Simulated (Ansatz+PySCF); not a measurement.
## singlet H3(+): levels of theory in one basis

```yaml
atoms:
  - { symbol: H, position_ang: [0.5222, 0.0000, 0.0000] }
  - { symbol: H, position_ang: [-0.2611, 0.4523, 0.0000] }
  - { symbol: H, position_ang: [-0.2611, -0.4523, 0.0000] }
```

Basis set: def2-SVP (spherical functions). All electrons are correlated. Charge 1, multiplicity 1.

Computed with Ansatz (development build ahead of 0.2.0); each method stands on the lowest determinant of its kind that the runs found. NEVPT2 correlates all electrons. Active spaces start from the frontier orbitals, and the lowest solution found is given.

```json
{"method": "RHF", "E − E(RHF) (eV)": "0.00", "<S²> of the determinant": "0.00"}
{"method": "RHF-MP2", "E − E(RHF) (eV)": "-0.81", "<S²> of the determinant": "–"}
{"method": "RHF-CCSD", "E − E(RHF) (eV)": "-1.05", "<S²> of the determinant": "–"}
{"method": "RHF-CCSD(T)", "E − E(RHF) (eV)": "-1.05", "<S²> of the determinant": "–"}
{"method": "CASSCF(2,3)", "E − E(RHF) (eV)": "-0.82", "<S²> of the determinant": "–"}
{"method": "SC-NEVPT2(2,3)", "E − E(RHF) (eV)": "-0.98", "<S²> of the determinant": "–"}
{"method": "SC-NEVPT2(2,2)", "E − E(RHF) (eV)": "-0.81", "<S²> of the determinant": "–"}
```

Problem. What does CASSCF(2,2) give on the same scale?

Solution. -0.43 eV.

Problem. Is a single determinant a sound starting point here?

Solution. Only with care. Unrestricted orbitals gain 0.00 eV and <S²> is 0.00 against 0.00 for a pure state, but bonds are stretched. The CASSCF(2,3) natural occupations are 1.97, 0.02, 0.02. The CASSCF(2,2) natural occupations are 1.98, 0.02.

Caution for RHF-MP2, RHF-CCSD, RHF-CCSD(T): bonds are stretched, where a single reference can fail.
